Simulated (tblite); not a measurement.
Compound: C₇H₁₂O₂S.
Numbering: `[CH2:1]=[CH:2]/[C:3](=[CH:4]\[CH3:5])[S:6](=[O:7])(=[O:8])[CH2:9][CH3:10]` (hydrogens: H11, H12 on C1; H13 on C2; H14 on C4; H15, H16, H17 on C5; H18, H19 on C9; H20, H21, H22 on C10)

Cartesian coordinates in Å at the GFN2-xTB level; atoms count from 1:
```
atom  x, y, z in Å
C1    -1.7036   -1.6457   -0.8928
C2    -1.4898   -0.3570   -0.6533
C3    -0.6373    0.1576    0.3963
C4    -0.6531    1.3725    0.9399
C5    -1.5964    2.4862    0.6494
S6     0.6452   -0.9559    1.0352
O7     1.4568   -0.2151    1.9662
O8     0.0564   -2.1800    1.5159
C9     1.6828   -1.3485   -0.4185
C10    2.3282   -0.0738   -0.9077
H11   -2.3486   -1.9637   -1.6943
H12   -1.2711   -2.4120   -0.2737
H13   -1.9752    0.3916   -1.2695
H14    0.0859    1.5671    1.7063
H15   -2.2444    2.2705   -0.1948
H16   -2.2181    2.6662    1.5261
H17   -1.0387    3.4012    0.4540
H18    1.0341   -1.8091   -1.1575
H19    2.4127   -2.0711   -0.0633
H20    1.5763    0.6057   -1.3038
H21    3.0581   -0.2797   -1.6877
H22    2.8294    0.4126   -0.0741
```

Method: GFN2-xTB as coded in tblite; computed harmonic values from a numerical Hessian at the method's own geometry, unscaled. The method is semi-empirical: single wavenumbers can be off by several per cent or more. One conformer, not necessarily the lowest.

Harmonic wavenumbers (cm⁻¹): 43.8, 57.6, 92.5, 113.4, 130.1, 181.5, 185.7, 191.9, 209.5, 260.2, 287.4, 338.2, 355.8, 375.0, 444.5, 477.3, 527.9, 638.5, 668.3, 721.4, 777.3, 854.3, 898.3, 942.8, 957.3, 994.7, 1009.6, 1013.7, 1019.9, 1086.9, 1099.9, 1109.4, 1166.6, 1205.3, 1211.5, 1235.1, 1286.5, 1321.6, 1389.4, 1399.1, 1402.1, 1433.3, 1460.3, 1471.1, 1482.9, 1491.9, 1662.7, 1686.1, 3002.6, 3019.7, 3022.2, 3027.9, 3028.3, 3031.2, 3037.4, 3049.8, 3053.3, 3070.7, 3109.4, 3150.3.

A = 1385, B = 979.0, C = 856.0 MHz; mass 160.056 u (most abundant isotopes); point group C1, symmetry number 1.

Task: What is the zero-point energy?

Result: ½Σν̃ = 38486 cm⁻¹ = 460.40 kJ/mol.

Task: What is S at 273.15 K and 1 bar for an ideal gas of classical rigid rotors and harmonic oscillators?

Result: Translation 170.34, rotation 124.45, vibration 152.00: S = 446.8 J/(mol K).

Task: And Cp and H(273.15 K) − H(0)?

Result: Cp = 183.19 J/(mol K), of which vibrations give 149.94 (their classical limit is 60 R = 498.9); H(273.15 K) − H(0) = 30.94 kJ/mol without the zero-point energy, 21.86 from vibrations.

Task: Which modes carry the vibrational entropy at 273.15 K?

Result: 43.8 cm⁻¹: 20.53; 57.6 cm⁻¹: 18.26; 92.5 cm⁻¹: 14.37; 113.4 cm⁻¹: 12.72; 130.1 cm⁻¹: 11.62; 181.5 cm⁻¹: 9.00 J/(mol K); the other 54 give 65.50 together.

Task: Blend soft modes into free rotors: weight 1/[1 + (100 cm⁻¹/ν̃)⁴] for the oscillator and the rest for a rotor with moment μB/(μ + B), μ = h/(8π²ν), B = 10⁻⁴⁴ kg m². What vibrational entropy results?

Result: 140.56 J/(mol K) in place of 152.00, which changes −T·S at 273.15 K by +3.12 kJ/mol.

Task: What must be added to the electronic energy to get the Gibbs energy at 273.15 K and 1 bar?

Result: ZPE + [H(273.15 K) − H(0)] − T·S = 460.40 + 30.94 − 122.04 = 369.30 kJ/mol.

Task: How do the functions run with temperature in this model?

Result: 
| T (K) | S (J/(mol K)) | Cp (J/(mol K)) | H − H(0) (kJ/mol) | G − H(0) (kJ/mol) | ln q(vib) |
| --- | --- | --- | --- | --- | --- |
| 150 | 356.0 | 125.4 | 11.93 | -41.47 | 4.19 |
| 250 | 431.1 | 172.3 | 26.83 | -80.94 | 7.84 |
| 298.15 | 463.3 | 195.0 | 35.67 | -102.48 | 9.53 |
| 400 | 527.2 | 241.4 | 57.93 | -152.96 | 13.01 |
| 600 | 639.7 | 313.9 | 113.90 | -269.93 | 19.51 |
| 900 | 781.4 | 384.0 | 219.47 | -483.82 | 28.43 |

q(vib) and H(0) count from the zero-point level.

Hindered rotation and anharmonicity are outside this model. Other conformers, if any are populated, would add a mixing term that is left out. The structure is chiral; the term R ln 2 for an equal mix with its mirror image is left out.
